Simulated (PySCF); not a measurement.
H2O3S.

```xyz
6

O     -1.0935    -0.6938    -0.7500
S     -0.1904    -0.0114     0.1717
O     -0.0242     1.4477     0.2243
O      1.3128    -0.6805     0.0031
H     -0.4506    -0.4820     1.4525
H      1.9365     0.0778    -0.0186
```
Charge 0, spin multiplicity 1.

Geometry: PBE-D3(BJ)/def2-SVP. One conformer was computed; it need not be the lowest.

All values below come from HF/pcSseg-2 in PySCF. Non-relativistic, no solvent.

Computed absolute GIAO shielding of each atom: isotropic value and principal components (ppm):
```
atom  σ(iso)   σ11    σ22    σ33   span
----  ------  ----  -----  -----  -----
O1     103.9  65.5   93.0  153.2   87.7
S2     173.6   1.4  126.2  393.4  392.0
O3     104.5  48.0   96.3  169.2  121.2
O4     124.0  19.8   57.6  294.5  274.7
H5      21.7  18.5   19.1   27.6    9.1
H6      26.0  20.9   22.5   34.5   13.6
```
